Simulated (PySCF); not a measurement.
ClHMgSe, SMILES [Cl][Mg][SeH].

Coordinates come from a ωB97X-D3(BJ)/def2-TZVP optimisation. Other conformers were not sampled.

Level of theory: TDDFT-M06-2X/def2-SVPD run with PySCF.

Vertical excitations. The molecule is in vacuum. State labels are in the subgroup Cs.

Computed lowest excited states:
```
state  symmetry  energy (eV)  λ (nm)      f                                                                main pairs
-----  --------  -----------  ------  -----  ------------------------------------------------------------------------
S1           A"         4.29     289  0.040                                                            HOMO→LUMO 96 %
S2           A"         5.10     243  0.000                                                          HOMO→LUMO+1 82 %
S3           A'         5.64     220  0.043                                        HOMO−1→LUMO 52 %, HOMO→LUMO+2 42 %
S4           A"         5.77     215  0.005    HOMO→LUMO+3 45 %, HOMO→LUMO+5 21 %, HOMO→LUMO+4 13 %, HOMO→LUMO+1 11 %
S5           A'         6.16     201  0.043                                                          HOMO−2→LUMO 85 %
S6           A"         6.18     201  0.039                                                          HOMO−3→LUMO 93 %
S7           A'         6.19     200  0.291   HOMO→LUMO+2 33 %, HOMO−1→LUMO 30 %, HOMO−1→LUMO+1 14 %, HOMO−2→LUMO 8 %
S8           A'         6.57     189  0.192                                                        HOMO−1→LUMO+1 72 %
S9           A"         6.85     181  0.001                                      HOMO−1→LUMO+2 58 %, HOMO→LUMO+3 16 %
S10          A"         7.02     177  0.077  HOMO−1→LUMO+2 31 %, HOMO→LUMO+3 21 %, HOMO→LUMO+4 19 %, HOMO→LUMO+7 17 %
T1           A"         4.03     308      0                                                            HOMO→LUMO 94 %
T2           A'         4.86     255      0                                                          HOMO−1→LUMO 79 %
T3           A"         4.94     251      0                      HOMO→LUMO+1 65 %, HOMO→LUMO+4 16 %, HOMO→LUMO+3 13 %
T4           A'         5.50     226      0                                        HOMO→LUMO+2 74 %, HOMO−1→LUMO 12 %
```
Triplets are in the Tamm–Dancoff approximation, which puts them higher than full response would, so one can lie above its singlet here.
